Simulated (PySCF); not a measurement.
Gas-phase reaction: GeH2 + C3H6 (propylene) ⇌ CH3GeH3 + C2H2 (acetylene)

Energies from PySCF, thermal terms from the rigid-rotor harmonic-oscillator model, ideal gas at 1 bar. † marks an energy on the PBE0/def2-TZVP geometry and frequencies; other levels use their own. CCSD(T) freezes the core. 6-31G* has spherical d functions here. All species are closed-shell singlets. Ge: all electrons, no relativistic terms. GeH2: computed as isolated molecules; such fragments, hydroxides, amides, oligomers or adducts are transient or little studied in the gas. CCSD(T) isn't extrapolated to the basis-set limit.

HF/6-31G* gives ΔH°(298 K) = 26 kJ.

Problem. What do ωB97X-V/def2-TZVP†, PBE/def2-SVP, CCSD(T)/def2-SVP† give?

Solution. ωB97X-V/def2-TZVP†: 0 kJ; PBE/def2-SVP: 26 kJ; CCSD(T)/def2-SVP†: 7 kJ. For scale, ΔH°(298 K) is 26 kJ at this level, 5 kJ at ωB97M-V/def2-TZVP†, and runs from -37 to 121 kJ over the 20 levels computed († marks an energy on the PBE0/def2-TZVP geometry).
